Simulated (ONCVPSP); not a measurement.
**chromium, ONCV: configuration errors across variants**

* Element: chromium (Cr)
* Generator: ONCVPSP 4.0.1
* Type: optimised norm-conserving Vanderbilt (ONCV)
* Functional: BLYP
* Relativity: scalar-relativistic
* Frozen core: [Ar]
* Valence charge: 6
* Reference configuration: 3d5 4s0.5 (charge +0.5)
* Partial waves: 4s: rc 2.65 bohr, ncon 4, nbas 7, qcut 2 1/bohr, 2 projectors, debl 1.6 Ha; p scattering state at 0.13 Ha: rc 2.20 bohr, ncon 4, nbas 7, qcut 4.1 1/bohr, 2 projectors, debl 0.4 Ha; 3d: rc 1.35 bohr, ncon 3, nbas 6, qcut 9.3 1/bohr, 2 projectors, debl 1.7 Ha
* Local potential: polynomial inside 1.10 bohr (lpopt 5, dvloc0 6 Ha)
* Core correction: Teter function, fcfact 2, rcfact 1.2

All-electron excitation energies from the reference (eV): (1) 3d5 4s1 -2.715; (2) 3d5 4s0 4.255; (3) 3d4 4s0 20.343; (4) 3d3 4s0 51.090.

1 further variants failed, have other tests or too few solved ones, and are left out.

A true bound ghost makes a file unfit for plane-wave use even where its test errors are small: the radial tests pick states by their node count and pass the ghost by.

Errors AE − PS in meV (a dash: test not solved or not reliable):

| change | (1) | (2) | (3) | (4) | bound ghosts | GHOST(+) flags above zero |
| --- | --- | --- | --- | --- | --- | --- |
| base | +1.3 | +3.6 | -0.4 | -307 | p | s |
| p: debl 0.35 | +1.3 | +3.6 | -0.4 | -307 | p | s |
| s: qcut 1.8; p: qcut 3.8; d: qcut 8.6 | +1.6 | +4.0 | -4.2 | -313 | p | s |
| local potential polynomial inside 1.10 bohr (lpopt 5, dvloc0 2 Ha) | +1.0 | +3.5 | -0.4 | -307 | s, p | none |
| d: qcut 12.2 | +0.9 | +3.0 | -0.3 | -359 | p | s |

(1) Give the same row for: local potential polynomial inside 1.25 bohr (lpopt 1, dvloc0 6 Ha).

Results:

(1) +1.2, +3.6, -0.4, -307; bound ghosts: p; GHOST(+) flags above zero: s.
